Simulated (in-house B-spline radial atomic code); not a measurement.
## RPA and G0W0 on BLYP: Cr XIV (Cr13+)

Configuration [Ne] 3s1, highest spin, mean-field start BLYP. Computed with an all-electron radial atomic-structure program (B-spline basis): all electrons, non-relativistic, point nucleus, each spin shell either full or empty, empty states to l = 9 with an (l + 1/2)⁻⁴ tail; G0W0 by contour deformation at full frequency.

Command:
```bash
python run_gw.py task.json out
```
Settings (radii: box in bohr, nucleus in fm):
```
Z                        24
electrons                11
configuration            [Ne] 3s1
hamiltonian              nr
method                   b88,lyp
lmax                     9
spin_polarised           True
box_radius               5.53
intervals                46
ion_configuration        [He] 2s2 2p6
```

Run time, properties included: 2.2 s on 1 thread of Arm Neoverse N1 (shared host).

Energies (hartree):

| term | value |
| --- | --- |
| mean-field total | -971.70159 |
| Hartree-Fock functional on these orbitals | -971.24028 |
| direct second order | -0.74803 |
| second-order exchange | 0.2948 |
| SOSEX correction | 0.27591 |

(1) What is the RPA correlation energy, and what remains with SOSEX?

Quasi-particle levels (eV):

| level | occupied | mean field | Σx - vxc | Σc | QP weight | G0W0 |
| --- | --- | --- | --- | --- | --- | --- |
| 3s up | yes | -370.46 | -10.83 | ? | ? | ? |
| 2p down | yes | -928.67 | -43.60 | 3.07 | 0.984 | -969.20 |
| 2p up | yes | -929.56 | -44.08 | 3.23 | 0.981 | -970.42 |
| 2s down | yes | -1023.74 | -55.63 | 4.60 | 0.978 | -1074.77 |
| 3s down | no | -364.91 | 16.02 | -3.70 | 0.954 | -352.59 |

G0W0 = mean field + (Σx - vxc) + Σc, with Σc (partial-wave tail included) taken at the quasi-particle energy. Only the outer levels were computed.

(2) Where does G0W0 put 3s up?

(3) What does it cost to remove one electron (to [He] 2s2 2p6) by differences of total energies, each species on its own start (correlation terms add to the Hartree-Fock functional)?

## Answers

(1) RPA gives -0.70106 hartree (-1.73 eV per electron); RPA + SOSEX gives -0.42515, and the second-order doubles -0.45323 hartree (no singles). RPA lacks exchange-type terms and so overcorrelates at short range.

(2) At -383.76 eV, with Σc = -2.47 eV and a quasi-particle weight of 0.977. The tabulated removal energy is 384.163 ± 0.006 eV (NIST, semi-empirical); the calculation leaves out relativity, Breit and QED terms, and what these don't explain is the method's own error.

(3) BLYP 383.88 eV, Hartree-Fock functional 381.13 eV, + RPA 383.10 eV, + RPA + SOSEX 381.69 eV, + second order 381.81 eV. Tabulated: 384.163 ± 0.006 eV (NIST, semi-empirical); the calculation leaves out relativity, Breit and QED terms, and what these don't explain is the method's own error.
